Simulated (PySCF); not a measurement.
# Arsenic: a sound run and one with changed settings

Sound run: As⁺ [Ar] 3d10 4s2 4p2, As²⁺ [Ar] 3d10 4s2 4p1. All numbers are calculated (PySCF 2.14, the spin-free X2C one-electron Hamiltonian (Gaussian nucleus), in x2c-SVPall (5s4p3d, 32 functions)). In the sound run the correlated levels freeze [Ar] 3d10. The sound run starts from symmetry-adapted Hartree-Fock orbitals and uses a fine grid where one is needed.

Changed run: basis STO-3G, all-electron and non-relativistic. This setting is unsound on purpose.

| species | method | sound run (hartree) | changed run (hartree) | converged |
| --- | --- | --- | --- | --- |
| As⁺ | UHF | -2258.27608 | -2209.00633 | yes |
| As⁺ | BP86 | -2260.25894 | -2210.37557 | yes |
| As⁺ | MN15 | -2261.31526 | -2207.85389 | yes |
| As⁺ | MP2 | -2258.31988 | -2209.01391 | yes |
| As⁺ | CCSD(T) | -2258.33699 | -2209.01980 | yes |
| As²⁺ | UHF | -2257.61457 | -2208.37732 | yes |
| As²⁺ | BP86 | -2259.57359 | -2209.72205 | yes |
| As²⁺ | MN15 | -2260.62958 | -2207.21744 | yes |
| As²⁺ | MP2 | -2257.64876 | -2208.39291 | yes |
| As²⁺ | CCSD(T) | -2257.66464 | -2208.40405 | yes |

Ionisation energy of As⁺:

```json
{"method": "UHF", "sound run (eV)": "18.001", "changed run (eV)": "17.116"}
{"method": "BP86", "sound run (eV)": "18.649", "changed run (eV)": "17.783"}
{"method": "MN15", "sound run (eV)": "18.658", "changed run (eV)": "17.319"}
{"method": "MP2", "sound run (eV)": "18.262", "changed run (eV)": "16.898"}
{"method": "SCS-MP2", "sound run (eV)": "18.195", "changed run (eV)": "16.855"}
{"method": "CCSD", "sound run (eV)": "18.288", "changed run (eV)": "16.755"}
{"method": "CCSD(T)", "sound run (eV)": "18.296", "changed run (eV)": "16.755"}
```

A minimal basis cannot let orbitals breathe on ionisation and holds almost no correlation. The Hamiltonian changed with the basis, so the totals do not compare.

For comparison, NIST gives 18.589 eV between the lowest levels.
